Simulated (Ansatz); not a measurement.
`OC(=S)OC[SiH3]` and `OC(=S)[O][GeH3]` differ in one atom or group.

Ansatz, PBE0-D4/def2-TZVP geometries, multiplicity 1. Each molecule was computed in one conformer, which needn't be the lowest.

Scalar relativity is left out up to krypton.

| property | `OC(=S)OC[SiH3]` |
| --- | --- |
| HOMO energy (PBE0/def2-TZVPP) / eV | -6.71 |
| size of the dipole moment (ωB97M-V/def2-TZVPP) / D | 3.60 |
| LUMO energy (B3LYP/def2-TZVPP) / eV | -0.98 |
| HOMO–LUMO gap (PBE/def2-TZVPP) / eV | 3.80 |
| HOMO energy (B3LYP/def2-TZVPP) / eV | -6.45 |
| HOMO energy (PBE/def2-TZVPP) / eV | -5.48 |

Give the same properties after the change, and the shifts. (Estimate.)

Computed: 
```csv
property,`OC(=S)[O][GeH3]`,shift
HOMO energy (PBE0/def2-TZVPP) / eV,-6.56,0.15
size of the dipole moment (ωB97M-V/def2-TZVPP) / D,4.27,0.67
LUMO energy (B3LYP/def2-TZVPP) / eV,-0.91,0.07
HOMO–LUMO gap (PBE/def2-TZVPP) / eV,3.73,-0.07
HOMO energy (B3LYP/def2-TZVPP) / eV,-6.31,0.14
HOMO energy (PBE/def2-TZVPP) / eV,-5.35,0.13
```

With PBE0 the HOMO rises by 0.15 eV and the LUMO rises by 0.07 eV, so the gap narrows by about 0.08 eV. PBE moves the HOMO by 0.13 eV and ωB97M-V by 0.15 eV. Dipoles are sizes alone; their direction can turn.

B3LYP here is the variant with VWN-RPA as its local correlation; programs differ in this.
